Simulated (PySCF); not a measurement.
CHNO.

```xyz
4

N     -0.1225    -1.1550     0.0000
C      0.0194     0.0448     0.0000
O      0.0148     1.2056     0.0000
H      0.6225    -1.8285     0.0000
```

Coordinates come from a PBE0-D3(BJ)/def2-TZVP optimisation.

Method: PBE/pcSseg-2 in PySCF. Non-relativistic, no solvent.

Give the absolute GIAO shielding of each atom: isotropic value and principal components (ppm). (An estimate is asked for; the answer gives what the named calculation found.)


```tsv
atom	σ(iso)	σ11	σ22	σ33	span
N1	228.6	145.6	195.5	344.8	199.2
C2	47.2	-70.9	-60.2	272.8	343.7
O3	174.6	24.1	126.5	373.2	349.0
H4	29.0	23.0	23.3	40.6	17.6
```
